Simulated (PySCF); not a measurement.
Vertical excitations of a molecule C₃H₄ClNSi from TDA-CAM-B3LYP/def2-SVPD (PySCF), as energy in eV (oscillator strength): 3.42 (0.000), 4.57 (0.060), 5.64 (0.004), 6.45 (0.004), 6.76 (0.004), 7.10 (0.010), 7.14 (0.005), 7.17 (0.005), 7.28 (0.009), 7.40 (0.015). Lowest triplet (TDA): 2.65 eV. The structure is a stationary point at r2SCAN-D4/def2-SVP. Other conformers were not sampled.

Pick the molecule that these values belong to.
A. C#C/C=N/[SiH2]Cl
B. Cl[Si@@H]1C=CN=C1
C. N#C/C=C(\[SiH3])Cl
D. Cl[Si@H]1C=CC=N1

B, Cl[Si@@H]1C=CN=C1
